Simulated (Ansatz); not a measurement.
Gas-phase electronic energies from Ansatz, PBE0-D4/def2-TZVP geometries. CBS: MP2 limit from def2 TZ/QZ plus the TZ coupled-cluster correction, frozen cores. This one scheme is used for every species. Functionals use def2-TZVPP. One conformer a species, not always the lowest.

Reaction (cleavage of the Si–Si bond): `C[Si](O)(F)[SiH3]` + `BN` → `BN[Si](C)(O)F` + SiH₄

`C[Si](O)(F)[SiH3]`:

Cartesian coordinates in Å:
```
C 1.080 -0.278 -1.326
Si -0.406 0.281 -0.362
O -1.736 -0.615 -0.702
F -0.674 1.806 -0.795
Si -0.164 0.202 1.967
H 1.948 0.343 -1.093
H 0.895 -0.202 -2.402
H 1.327 -1.316 -1.093
H -1.969 -0.768 -1.620
H 0.984 1.054 2.383
H 0.110 -1.195 2.400
H -1.395 0.688 2.644
```

`BN`:

```xyz
6

B    -0.014   -0.673   -0.116
N     0.014    0.692    0.119
H     1.016   -1.247   -0.322
H    -1.066   -1.242   -0.106
H    -0.812    1.237    0.299
H     0.862    1.233    0.126
```

`BN[Si](C)(O)F`:

Z-matrix (Å, degrees):
```
Si
N 1 1.725
O 1 1.635 2 104.1
C 1 1.842 2 113.0 3 -125.2
F 1 1.601 2 110.3 3 114.9
B 2 1.400 1 127.5 3 154.8
H 2 1.012 1 115.2 3 -26.9
H 3 0.958 1 118.4 2 157.9
H 4 1.093 1 110.1 2 179.6
H 4 1.091 1 111.1 2 -60.8
H 4 1.092 1 110.8 2 59.7
H 6 1.197 2 119.9 1 178.4
H 6 1.198 2 119.1 1 -1.7
```

SiH₄:

```xyz
5

Si    0.000    0.000    0.000
H    -0.468    0.718    1.212
H     1.042   -0.986    0.381
H     0.570    0.975   -0.964
H    -1.144   -0.707   -0.629
```

CCSD(T)/CBS gives -78.8 kJ/mol.

**Question.** Another level gave -82.6 kJ/mol. Which?
A. SCS-MP2/def2-TZVPP
B. r2SCAN-D4/def2-TZVPP
C. PBE0-D4/def2-TZVPP
D. CCSD/def2-TZVPP

**Answer.** D. CCSD/def2-TZVPP -82.6, SCS-MP2/def2-TZVPP -87.0, PBE0-D4 -64.3, r2SCAN-D4 -73.3 kJ/mol.

Largest T1 diagnostic among the species: 0.012.

From PBE to PBE0 (25 % exact exchange), in def2-TZVPP and without D4, ΔE moves by −9.3 kJ/mol. In def2-TZVPP, CCSD(T) changes the Hartree–Fock value by +13.1 kJ/mol (the triples alone add +1.8 kJ/mol) and MP2 by +7.6 kJ/mol.
